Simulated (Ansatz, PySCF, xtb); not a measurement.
Process, species as SMILES: [CH2-]OCC → C[CH-]OC
Each molecule is optimised on its own at B3LYP-D3(BJ)/def2-TZVP (Ansatz, a program for electronic structure), one conformer each, not searched for the lowest.

Quantity: isomerisation energy (enthalpy at 298 K, with B3LYP-D3(BJ) rigid-rotor harmonic-oscillator terms from PySCF), in kJ/mol. Correlated levels leave the core frozen unless marked. No spin-orbit coupling. Non-relativistic. Anions need diffuse functions: aug- sets have them; def2-D sets add few; the other sets have none. 

```csv
level,program,isomerisation energy (kJ/mol)
GFN1-xTB,xtb,-23.2
HF/6-31G,Ansatz,-6.5
HF/cc-pVDZ,Ansatz,0.1
HF-D3(BJ)/def2-TZVPD,PySCF + dftd3,6.5
HF-D4/def2-TZVPD,PySCF + dftd4,5.7
PBE-D4/def2-TZVPD,Ansatz + dftd4,-1.7
BLYP-D3(BJ)/def2-TZVPD,Ansatz + dftd3,-1.1
BLYP-D4/def2-TZVPD,Ansatz + dftd4,-1.3
r2SCAN-D4/def2-TZVPD,Ansatz + dftd4,1.4
B3LYP-D3(BJ)/def2-TZVPD,Ansatz + dftd3,0.6
B3LYP/def2-TZVPD,Ansatz,-0.5
BHLYP-D4/def2-TZVPD,Ansatz + dftd4,1.8
HSE06-D3(BJ)/def2-TZVPD,Ansatz + dftd3,0.1
wB97X-V/def2-TZVPD,Ansatz,2.4
RI-MP2/aug-cc-pVTZ,Ansatz,2.5
SCS-MP2/STO-3G,Ansatz,-16.8
SCS-MP2/aug-cc-pVDZ,Ansatz,3.3
CCSD/cc-pVTZ,Ansatz,2.9
CCSD(T)/STO-3G,Ansatz,-17.2
CCSD(T)/6-31G*,Ansatz,-3.7
```
